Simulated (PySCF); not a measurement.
Delta-SCF ions had no search for a lower state. Excitations are Tamm–Dancoff values on a coarser integration grid. The basis has no diffuse functions, so Rydberg states are missing or too high.

Cartesian coordinates (Å):
```xyz
10

Si     1.5304     0.1840    -0.0691
N     -0.0851     0.3578     0.5121
Si    -1.5434    -0.3164    -0.1177
H      1.5172    -0.8787    -1.1044
H      2.4537    -0.1970     1.0343
H      2.0600     1.4397    -0.6711
H     -0.1998     0.9866     1.2953
H     -2.3315    -0.9765     0.9586
H     -2.4252     0.7096    -0.7416
H     -1.1620    -1.3145    -1.1471
```
Charge 0, spin multiplicity 1.

### Question
Predict the vertical ionisation energy (Delta-SCF), S1 oscillator strength, S1 excitation (TDA), HOMO and HOMO–LUMO gap from PBE0-D4/def2-TZVP (PySCF 2.14.0).

### Answer

- vertical ionisation energy (Delta-SCF): 9.53 eV
- S1 oscillator strength: 0.006
- S1 excitation (TDA): 6.03 eV
- HOMO: -7.52 eV
- HOMO–LUMO gap: 7.45 eV
